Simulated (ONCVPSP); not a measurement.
## Ranking ONCV potentials for C (Z = 6)

All share these settings but for the change named:

ONCVPSP 4.0.1 input, shortened (lines: element, Z, core and valence counts, functional; n l f; lmax; l rc ep ncon nbas qcut; lloc lpopt rc5 dvloc0; l nproj debl; icmod fcfact rcfact), LDA (Perdew-Wang 92), non-relativistic:

```
  C 6.00    1    2  -001012      upf
    1    0    2.00
    2    0    2.00
    2    1    2.00
    1
    0    1.05    0.00    3    6    6.10
    1    2.65    0.00    4    7    4.90
    4    5    0.85    6.00
    0    3    3.50
    1    2    3.60
    0    0.00    0.00
```

Cutoff: the first of the cutoffs (Ha) at which the residual kinetic energy of the hardest occupied pseudo-wave falls to 1 and 0.1 mHa per electron; the density cutoff is not measured.

The base gives 18 Ha.

Of 9 variants that were run, those that failed, showed a ghost or another fault, or gave nearly equal values are left out.

A variant can come out equal or close to the base.

Task: Rank these variants from softest to hardest (loose cutoff).
A. s: rc 1.44
B. s: qcut 4.8; p: qcut 3.8
C. scalar-relativistic
D. s: qcut 5.4

Result: A (13 Ha), C (18 Ha), D (29 Ha), B (52 Ha).
